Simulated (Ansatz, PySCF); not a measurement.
System: CH₃Si, charge 0, multiplicity 2. It need not be the lowest isomer of its formula. 
Structure (B3LYP-D3(BJ)/def2-TZVP (Ansatz, an electronic-structure program) minimum search):
SMILES: [CH]=[SiH2]
```xyz
5

C     -1.1588    -0.2310    -0.0465
Si     0.4752     0.0947     0.0191
H     -2.2080    -0.4401    -0.0887
H      1.4943    -0.9666     0.1040
H      1.0136     1.4665    -0.0033
```
Charge 0, spin multiplicity 2.

Total electronic energies in hartree. Correlated levels leave the core frozen unless marked. Open shells are spin-unrestricted. No spin-orbit coupling. No relativistic terms. CBS(X,Y): correlation extrapolated as X^-3; Hartree-Fock from the larger set. The bracket is a focal-point correction in the basis named.

The UHF reference is spin-contaminated (<S^2> 0.39 over the pure value in the largest basis). The T1 diagnostic of CCSD in the largest basis is 0.059, which is high, so the coupled-cluster rows are less sure than usual.

```
level                                                                             program  energy (Eh)
-------------------------------------------------------------------------  --------------  -----------
HF/aug-cc-pV(Q+d)Z                                                                 Ansatz   -328.46133
RI-HF/cc-pV(T+d)Z                                                                  Ansatz   -328.45499
RI-HF/cc-pV(Q+d)Z                                                                  Ansatz   -328.46115
BLYP-D4/def2-TZVPD                                                         Ansatz + dftd4          [?]
r2SCAN-D4/def2-TZVPD                                                       Ansatz + dftd4   -329.23237
B3LYP/def2-TZVPD                                                                   Ansatz          [?]
PBE0/STO-3G                                                                        Ansatz          [?]
BHLYP-D3(BJ)/def2-TZVPD                                                    Ansatz + dftd3   -329.26165
BHLYP/def2-TZVPD                                                                   Ansatz   -329.25770
M06-2X/def2-TZVPD                                                                   PySCF   -329.23449
MN15/def2-TZVPD                                                                     PySCF   -329.11880
MP2/def2-SVPD                                                                      Ansatz   -328.50428
RI-MP2/cc-pV(T+d)Z                                                                 Ansatz   -328.69145
SCS-MP2/cc-pwCVTZ                                                                  Ansatz   -328.70095
SCS-MP2/cc-pV(Q+d)Z                                                                Ansatz   -328.72156
CCSD/def2-SVP                                                                      Ansatz   -328.53597
CCSD/cc-pVTZ                                                                       Ansatz   -328.73206
CCSD(T)/STO-3G                                                                     Ansatz   -324.70295
CCSD(T)/cc-pVTZ                                                                    Ansatz   -328.74444
CCSD(T)/def2-TZVPP                                                                 Ansatz   -328.74404
CCSD(T)/cc-pV(Q+d)Z                                                                Ansatz   -328.76914
RI-MP2/CBS(aug-cc-pV(T+d)Z,aug-cc-pV(Q+d)Z)+[CCSD(T)-MP2]/aug-cc-pV(D+d)Z          Ansatz    -328.7835
CCSD(T)/CBS(cc-pV(T+d)Z,cc-pV(Q+d)Z)                                               Ansatz    -328.7802
```

Q: Fill in the missing entries.

A: 
- BLYP-D4/def2-TZVPD, energy (Eh): -329.27004
- B3LYP/def2-TZVPD, energy (Eh): -329.30857
- PBE0/STO-3G, energy (Eh): -325.21401
